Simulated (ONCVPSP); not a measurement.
**Potentials for lithium (Li) compared**

Generated with ld1.x 7.5 (TM, RRKJ, ultrasoft, PAW), atompaw 4.2 or ONCVPSP 4.0.1. The cutoff is in Ry: for ld1.x and atompaw files where the sum of valence levels is converged to 10 mRy in a Bessel basis, for ONCV files where the hardest occupied wave has 1 mHa per electron of residual kinetic energy. The error is the largest all-electron minus pseudo excitation energy over each file’s own four to seven test configurations (ionisations up to +4, promotions, holes and added fractions of an electron), all of which were solved. The labels leave out finer settings (local radius, basis sizes, second energies), which also bear on the numbers. Spin-polarised tests are not counted. The rows are a selection from randomly drawn settings: files with unsolved tests, undetermined cutoffs or missed reference levels are left out.

| potential | cutoff (Ry) | largest error (meV) | bound ghosts |
| --- | --- | --- | --- |
| ONCV, LDA (Perdew-Zunger), scalar-relativistic, rc 3.25/4.00/3.35 (spd), local smoothed, core correction no, reference 2s0.75 2p0.25, qcut 2.3/1.9/3.4, projectors 1/1/1 | 3 | +5.1 | none |
| ONCV, PW91, scalar-relativistic, rc 1.10/4.00/3.75 (spd), local smoothed, core correction no, reference 1s2 2s0.75 2p0.25, qcut 9.3/1.9/2.6, projectors 2/2/2 | 83 | -10 | none |

(1) Fill in the row for Li: ONCV, Wu-Cohen, non-relativistic, rc 1.00/0.90/0.95 (spd), local p, core correction no, reference 1s2 2s1, qcut 16/9.1/11.7, projectors 3/0/3.

(2) Fill in the row for Li: ONCV, PBE, scalar-relativistic, rc 0.90/4.00 (sp), local smoothed, core correction no, reference 1s2 2s0.5 2p0.5, qcut 10.5/2.4, projectors 2/3.

(3) Fill in the row for Li: ONCV, PBE, scalar-relativistic, rc 2.35/4.00/3.75 (spd), local smoothed, core correction yes, reference 2s0.5 2p0.5, qcut 3.5/2.2/2.9, projectors 1/1/2.

Answers

(1) cutoff 140 Ry, largest error +305 meV, bound ghosts: none.

(2) cutoff 118 Ry, largest error +422 meV, bound ghosts: none.

(3) cutoff 5 Ry, largest error +5.9 meV, bound ghosts: none.
